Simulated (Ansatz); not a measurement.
`N[Si@H]1O[Si@@H]1[SiH3]`, relaxed with RKS PBE-D4/def2-SVP in Ansatz from a rough embedded geometry. The force threshold is 0.03 eV/Å; the program also tests the step.

Charge 0, multiplicity 1.

Start:

```xyz
12

N    -2.549    0.331   -1.074
Si   -0.973    1.031   -0.992
O    -0.716    0.949    0.529
Si    0.051    0.007    1.493
Si    2.279   -0.269    0.579
H    -3.066    0.660   -0.349
H    -2.424   -0.652   -0.975
H    -0.083    0.221   -1.792
H    -0.657   -1.365    1.369
H     3.075   -0.972    1.573
H     2.819    1.084    0.331
H     2.245   -1.024   -0.691
```

By how much does the energy fall, and how many steps does the optimiser take? (An estimate is asked.)

The calculation gave: 304.84 kJ/mol, in 27 steps, 1 of them rejected.

Which bonds change most? (Estimate.)

The calculation gave: Si2–H9 from 3.379 to 1.650 Å; Si2–Si4 from 2.875 to 2.526 Å; O3–Si4 from 1.550 to 1.819 Å; Si2–O3 from 1.545 to 1.650 Å.

Give the relaxed structure. (Best estimate.)

Ansatz gave: 
```xyz
12

N    -2.647    0.155   -0.872
Si   -0.970    0.111   -0.555
O    -0.388    1.455    0.206
Si    0.210    0.513    1.643
Si    2.367   -0.161    0.708
H    -3.301    0.620   -0.239
H    -3.100   -0.528   -1.481
H    -0.245   -0.483   -1.713
H    -0.593   -0.856    0.728
H     2.940   -1.374    1.406
H     3.328    0.981    0.951
H     2.399   -0.432   -0.782
```
